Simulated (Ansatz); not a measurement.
An input meant for the cluster Au3⁺ (charge 1, singlet; scaled by 0.92).

```yaml
crystal:
  periodic: [true, true, true]
  atoms:
    - {symbol: Au, position_ang: [0.820012, 0.971458, 0.591975]}
    - {symbol: Au, position_ang: [-0.895803, -0.736499, 0.788487]}
    - {symbol: Au, position_ang: [0.075792, -0.234959, -1.380462]}
basis:
  gaussian: {orbitals: def2-mTZVPP}
total_charge: 1
hamiltonian: {xc: {name: LC-wPBE}}
output: {forces: true}
```

```sh
$ ansatz run in.yaml --threads 4 --pin off --events-out ev --progress --plain --max-ram 3916MiB
```

Shortened log:

```
Error: YAML parse error: error: line 2 column 3: crystal: missing field `lattice` (a structure is typed as `lattice` and `atoms`, a molecule's as `atoms` in Å alone, or read from a run's directory, `checkpoint`)
 --> <input>:2:3
1 | crystal:
2 |   periodic: [true, true, true]
3 |   atoms:
4 |     - {symbol: Au, position_ang: [0.820012, 0.971458, 0.591975]}
```

In this input the species is marked periodic without a cell. The input was rejected before any iteration.
